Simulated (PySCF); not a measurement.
## P: excitation energy

P [Ne] 3s2 3p3 (4S) → P [Ne] 3s1 3p4 (4P), as a difference of total energies. All numbers are calculated (PySCF 2.14, the spin-free X2C one-electron Hamiltonian (Gaussian nucleus), in x2c-QZVPPall with one added diffuse shell each of s, p, d, f type (10s7p5d3f1g, 86 functions)). Correlated levels: valence: [Ne] frozen; valence and next inner shell: 1s2 frozen. The calculations carry no spin-orbit coupling.

| method | excitation energy (eV) | error (eV) |
| --- | --- | --- |
| UHF | 7.970 | +0.575 |
| LDA | 8.085 | +0.690 |
| PBE | 7.987 | +0.592 |
| PBE0 | 8.080 | +0.685 |
| r2SCAN | 7.668 | +0.273 |
| wB97X-V | 8.304 | +0.909 |
| B2PLYP | 8.115 | +0.720 |
| LC-wPBE | 8.176 | +0.781 |
| B3LYP | 8.103 | +0.708 |
| MP2 (valence) | 8.111 | +0.716 |
| SCS-MP2 (valence) | 8.145 | +0.750 |
| MP2 (valence and next inner shell) | 8.230 | +0.835 |
| SCS-MP2 (valence and next inner shell) | 8.236 | +0.841 |

Reference: 7.395 eV (measured; NIST levels, between the centres of gravity of the two terms).

Errors of the correlated levels include the incompleteness of this basis and the frozen core.
